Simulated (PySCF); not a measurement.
SMILES S([SiH2]C)B(C)C (C₃H₁₁BSSi) at its GFN2-xTB optimised geometry (Å):

```
17

Si     1.0162    -1.7073    -0.0093
C      2.9022    -1.6053     0.0258
S      0.3506     0.3508     0.0000
B     -1.4337     0.3508     0.0000
C     -2.1716     1.7482     0.0000
C     -2.2671    -0.9943     0.0037
H      0.5237    -2.3489    -1.2282
H      0.4813    -2.3778     1.1755
H      3.2523    -1.0930     0.9174
H      3.2829    -1.0608    -0.8336
H      3.3408    -2.5981     0.0153
H     -1.4936     2.5981     0.0220
H     -2.8407     1.8348     0.8559
H     -2.8015     1.8512    -0.8836
H     -2.0595    -1.5852     0.8959
H     -2.0115    -1.6295    -0.8442
H     -3.3408    -0.8224    -0.0285
```

Calculation: PySCF with PBE0/def2-SVP.

Map of the LUMO amplitude (bohr^(-3/2)) on the plane z = 1.5 Å; orbital energy -0.29 eV, overall sign arbitrary:

```
|33333333333333333333333333333|
|33333333333333333333333333333|
|33333333333333333333333333333|
|33333222223333333333333333333|
|33322222222333333333333333333|
|33222222222333333333333333333|
|32222222222333333333333333333|
|32222111123333333333333333333|
|32221100123333333333333333333|
|22221000134444332222333333333|
|22221101245554322222233333333|
|32222222467764321122223333333|
|32222234679874210112222233333|
|33333345689974200012222223333|
|33333345689874200011222222333|
|33333334567754200001222332333|
|33333333344543210001223333333|
|33332221112333211011223333333|
|33322211001233322111233333333|
|33322210001233443222233333333|
|33322221001234454322233333333|
|33322222112234454332233333333|
|33332222222334444333233333333|
|33333222222333443333333333333|
|33333322223333333333333333333|
|33333333333333333333333333333|
|33333333333333333333333333333|
|33333333333333333333333333333|
|33333333333333333333333333333|
```
Scale: ten equal steps from -0.035 (start of '0') to 0.078 (end of '9'), in the order '0123456789'; x runs from -5.50 to 5.50, y from -5.50 (bottom) to 5.50 (top).
